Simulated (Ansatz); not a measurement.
Born–Oppenheimer molecular dynamics of C2H7Ga (10 atoms, charge 0, multiplicity 1). It starts from a relaxed structure.

All numbers below come from RKS r2SCAN-D4/def2-SVP in Ansatz.

* ensemble: NVE (velocity Verlet)
* time step: 1 fs
* steps asked: 250
* starting velocities drawn for: 300 K
* seed: 455379

First frame:

```xyz
10
Properties=species:S:1:pos:R:3
Ga 0.015 -0.003 0.010
C -0.011 0.014 1.977
H -0.907 -0.473 2.393
H 0.887 -0.453 2.412
H -0.028 1.064 2.320
C 1.710 -0.018 -0.988
H 1.891 -1.039 -1.370
H 1.672 0.643 -1.869
H 2.576 0.262 -0.367
H -1.343 0.003 -0.788
```

(1) How far do the bonds stretch over the last three quarters of this one trajectory? (Pairs bonded in most of those frames.)

## Answers

(1) 
```tsv
bond	mean (Å)	spread (Å)	shortest	longest
Ga1–C2	1.976	0.049	1.91	2.05
Ga1–C6	1.966	0.026	1.92	2.00
Ga1–H10	1.589	0.083	1.47	1.71
C2–H3	1.105	0.028	1.06	1.15
C2–H4	1.104	0.016	1.07	1.13
C2–H5	1.104	0.010	1.08	1.13
C6–H7	1.107	0.014	1.08	1.13
C6–H8	1.102	0.008	1.09	1.12
C6–H9	1.101	0.006	1.09	1.11
```

Mean temperature of the second half: 163 K. The conserved energy stayed within 0.79 meV per atom of its start (net change 0.64 meV per atom), so the integration is sound. Over the second half the temperature averaged 0.54 of the 300 K drawn at the start: a run that starts near a minimum puts about half its kinetic energy into the potential. A run of 0.25 ps of so small a system gives no equilibrium averages.

Time of the run: 5.5 min on 4 threads of Arm Neoverse V2, on a shared host, peak memory 0.16 GiB.
